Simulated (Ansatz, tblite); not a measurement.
Spin states of GeBr2, each relaxed with r2SCAN-D4/def2-TZVP in Ansatz. Electronic energies in the gas phase.

The xTB rows come from tblite. Correlated methods freeze 27 core orbitals; core or outer-core shells of Ge, Br are correlated, in sets that lack core-valence functions. HOMO above LUMO, or a gap near zero within one spin, warns that the state may not be the lowest or that an electron is smeared out. The structure comes from a short search, and lower isomers may exist.

Singlet geometry (C2v within 0.1 Å):

```xyz
3

Ge   -0.144   -0.969   -0.154
Br   -0.191    0.242    1.853
Br    0.336    0.727   -1.699
```

Triplet geometry (C2v within 0.1 Å):

```csv
atom,x (Å),y (Å),z (Å)
Ge1,-0.316,0.337,-0.615
Br2,-0.972,-1.793,-0.002
Br3,1.288,1.456,0.617
```

Quintet geometry (D∞h within 0.1 Å):

```csv
atom,x (Å),y (Å),z (Å)
Ge1,0.001,0.002,-0.004
Br2,-0.879,-2.028,-1.215
Br3,0.879,2.026,1.218
```

⟨S²⟩: triplet 2.01 at PBE0-D4/def2-TZVP (pure 2.00), quintet 6.01 at PBE0-D4/def2-TZVP (pure 6.00).

Run but left out: BLYP-D4/def2-TZVP (quintet: an occupied level 0.03 eV above an empty one).

Only these spin states were relaxed.

```tsv
level	triplet − singlet (kJ/mol)	quintet − singlet (kJ/mol)	lowest of these	remarks
GFN1-xTB	238.5	735.2	singlet	–
GFN2-xTB	363.6	824.3	singlet	–
HF/STO-3G	124.0	549.8	singlet	–
HF/def2-TZVP	164.6	498.4	singlet	–
PBE-D4/def2-TZVP	230.6	598.5	singlet	gap within one spin near zero (quintet)
revPBE-D4/def2-TZVP	227.4	589.1	singlet	gap within one spin near zero (quintet)
r2SCAN-D4/def2-TZVP	214.8	590.7	singlet	gap within one spin near zero (quintet)
PBE0-D4/def2-TZVP	221.2	625.4	singlet	–
r2SCAN0-D4/def2-TZVP	207.5	613.5	singlet	–
ωB97X-V/def2-TZVP	235.2	669.1	singlet	–
ωB97M-V/def2-TZVP	237.4	662.4	singlet	–
RPA@PBE/def2-TZVP	224.2	554.0	singlet	–
MP2/def2-TZVP	224.6	656.1	singlet	–
```

Change of the quintet − singlet gap on mixing in exact exchange, in kJ/mol: PBE to PBE0 (25 % exact exchange) 26.9; r2SCAN to r2SCAN0 (25 % exact exchange) 22.8.

The xTB methods have no term that favours high spin, so they put low spin too low.
